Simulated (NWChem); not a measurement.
System: silicon dioxide molecule (SiO2); SMILES O=[Si]=O

```xyz
3

O      0.0000     0.0000    -1.5060
Si     0.0000     0.0000     0.0000
O      0.0000     0.0000     1.5060
```
Atoms are numbered in this order, from 1.

The geometry was optimised at PBE0-D3(BJ)/def2-TZVP.

 Unshifted, non-relativistic core excitations; the lowest 4 roots alone, so stronger bands may lie above.

Problem. List the first Si K-edge excitations from PBE0/6-311G** (spherical d), restricted-window TDA (NWChem).

Solution. 
```
state  energy (eV)  dipole oscillator strength           leading excitation (squared amplitude)
-----  -----------  --------------------------  -----------------------------------------------
S1          1798.5                      0.0000    1s of atom 2 or its equivalents → LUMO (1.00)
S2          1801.2                      0.0061  1s of atom 2 or its equivalents → LUMO+1 (0.97)
S3          1801.2                      0.0061  1s of atom 2 or its equivalents → LUMO+2 (0.97)
S4          1806.4                      0.0002  1s of atom 2 or its equivalents → LUMO+3 (1.00)
```
